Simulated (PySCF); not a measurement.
## Magnetisability: SMILES c1c(F)cc(C2CC2)nn1, C$_{7}$H$_{7}$FN$_{2}$

Molfile (atoms numbered from 1):
```
C7H7FN2
     RDKit          3D

 17 18  0  0  0  0  0  0  0  0999 V2000
    3.7301   -0.7415    0.3129 F   0  0  0  0  0  0  0  0  0  0  0  0
    2.5505   -0.1572    0.0480 C   0  0  0  0  0  0  0  0  0  0  0  0
    2.5076    1.1057   -0.5428 C   0  0  0  0  0  0  0  0  0  0  0  0
    1.3576    1.6890   -0.8087 N   0  0  0  0  0  0  0  0  0  0  0  0
    0.2342    1.1116   -0.5304 N   0  0  0  0  0  0  0  0  0  0  0  0
    0.1928   -0.0908    0.0345 C   0  0  0  0  0  0  0  0  0  0  0  0
   -1.1306   -0.6608    0.3135 C   0  0  0  0  0  0  0  0  0  0  0  0
   -2.2675   -0.3488   -0.6309 C   0  0  0  0  0  0  0  0  0  0  0  0
   -2.2488    0.2708    0.7192 C   0  0  0  0  0  0  0  0  0  0  0  0
    1.3679   -0.7891    0.3541 C   0  0  0  0  0  0  0  0  0  0  0  0
    3.4050    1.6470   -0.7995 H   0  0  0  0  0  0  0  0  0  0  0  0
   -1.1064   -1.6448    0.7650 H   0  0  0  0  0  0  0  0  0  0  0  0
   -2.0306    0.2825   -1.4725 H   0  0  0  0  0  0  0  0  0  0  0  0
   -2.9756   -1.1364   -0.8388 H   0  0  0  0  0  0  0  0  0  0  0  0
   -2.9434   -0.0784    1.4677 H   0  0  0  0  0  0  0  0  0  0  0  0
   -1.9996    1.3179    0.7848 H   0  0  0  0  0  0  0  0  0  0  0  0
    1.3498   -1.7647    0.8141 H   0  0  0  0  0  0  0  0  0  0  0  0
  1  2  1  0
  2  3  2  0
  3  4  1  0
  4  5  2  0
  5  6  1  0
  6  7  1  0
  7  8  1  0
  8  9  1  0
  6 10  2  0
 10  2  1  0
  9  7  1  0
  3 11  1  0
  7 12  1  0
  8 13  1  0
  8 14  1  0
  9 15  1  0
  9 16  1  0
 10 17  1  0
M  END
```

Level of theory: GIAO BHandHLYP/pcSseg-1 magnetisability, rotational g tensor and spin-rotation constants, non-relativistic, gas phase in PySCF 2.14.0. Geometry: GFN2-xTB.

Q: How diamagnetic is it, and how anisotropic?

A: Isotropic -1381 × 10⁻³⁰ J/T², or -83.2 × 10⁻⁶ cm³/mol; principal values -1972, -1112, -1060 × 10⁻³⁰ J/T², anisotropy 887 × 10⁻³⁰ J/T² (root of half the summed squared differences of the principal values). The susceptibility is in cgs units.

Q: Split it along the inertial axes a, b, c into diamagnetic and paramagnetic parts about the centre of mass, with the quadrupole moment.

A: 
```csv
axis,χ (10⁻⁶ cm³/mol),diamagnetic (10⁻⁶ cm³/mol),paramagnetic (10⁻⁶ cm³/mol),summed x² of all electrons (Å²),quadrupole Θ (D Å)
a,-63.9,-455.6,391.8,321.1,+4.18
b,-66.9,-1468.8,1401.9,82.3,-3.90
c,-118.7,-1711.7,1593.0,25.1,-0.28
```
Anisotropies 2χaa − χbb − χcc = +57.9 and 2χbb − χaa − χcc = +48.8 × 10⁻⁶ cm³/mol. Θ is traceless in Buckingham's convention.

Q: And the rotational g tensor?

A: 
```csv
axis,rotational constant (GHz),g,nuclear part,electronic part
a,3.4406,-0.0668,0.5665,-0.6332
b,0.8492,-0.0134,0.5459,-0.5593
c,0.7190,+0.0055,0.5436,-0.5381
```
Asymmetric top; isotopes 12C, 19F, 1H, 14N; no vibrational averaging.
